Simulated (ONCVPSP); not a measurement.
**P, ONCV: configuration errors across variants**

phosphorus (P), optimised norm-conserving Vanderbilt (ONCV), made with ONCVPSP 4.0.1 (Wu-Cohen, scalar-relativistic). Core [Ne], reference 3s2 3p3. Waves: 3s: rc 1.10 bohr, ncon 3, nbas 7, qcut 5.5 1/bohr, 2 projectors, debl 1.8 Ha; 3p: rc 1.90 bohr, ncon 4, nbas 8, qcut 5.2 1/bohr, 2 projectors, debl 1.3 Ha; d scattering state at 0.08 Ha: rc 1.60 bohr, ncon 4, nbas 8, qcut 5 1/bohr, 2 projectors, debl 3.7 Ha. Local part: polynomial inside 1.00 bohr (lpopt 5, dvloc0 2 Ha). Core correction: none.

All-electron excitation energies from the reference (eV): (1) 3s2 3p2 9.706; (2) 3s2 3p1 28.846; (3) 3s2 3p0 58.604; (4) 3s0 3p5 17.175.

3 further variants failed, have other tests or too few solved ones, and are left out.

A true bound ghost makes a file unfit for plane-wave use even where its test errors are small: the radial tests pick states by their node count and pass the ghost by.

Errors AE − PS in meV (a dash: test not solved or not reliable):

| change | (1) | (2) | (3) | (4) | bound ghosts | GHOST(+) flags above zero |
| --- | --- | --- | --- | --- | --- | --- |
| base | +0.5 | +12 | +62 | +16 | s | none |
| all radii scaled by about 0.94 (s 1.04, p 1.80, d 1.50 bohr); local potential polynomial inside 0.94 bohr (lpopt 5, dvloc0 2 Ha) | +0.8 | +14 | +72 | +39 | s | none |
| all radii scaled by about 1.10 (s 1.20, p 2.08, d 1.76 bohr); local potential polynomial inside 1.10 bohr (lpopt 5, dvloc0 2 Ha) | +0.1 | +8.4 | +49 | -0.7 | s | none |
| all radii scaled by about 1.16 (s 1.28, p 2.20, d 1.86 bohr); local potential polynomial inside 1.16 bohr (lpopt 5, dvloc0 2 Ha) | -0.1 | +6.6 | +43 | +7.3 | none | s |
| all radii scaled by about 1.19 (s 1.30, p 2.26, d 1.90 bohr); local potential polynomial inside 1.18 bohr (lpopt 5, dvloc0 2 Ha) | -0.3 | +5.5 | +39 | +9.9 | none | s |
| all radii scaled by about 1.25 (s 1.38, p 2.36, d 2.00 bohr); local potential polynomial inside 1.24 bohr (lpopt 5, dvloc0 2 Ha) | -0.6 | +3.5 | +31 | +15 | none | s |
| all radii scaled by about 1.32 (s 1.46, p 2.50, d 2.12 bohr); local potential polynomial inside 1.32 bohr (lpopt 5, dvloc0 2 Ha) | -1.0 | +0.2 | +20 | +20 | none | s |

Task: Give the same row for: all radii scaled by about 1.04 (s 1.14, p 1.98, d 1.66 bohr); local potential polynomial inside 1.04 bohr (lpopt 5, dvloc0 2 Ha).

Result: +0.3, +10, +56, +4.2; bound ghosts: s; GHOST(+) flags above zero: none.
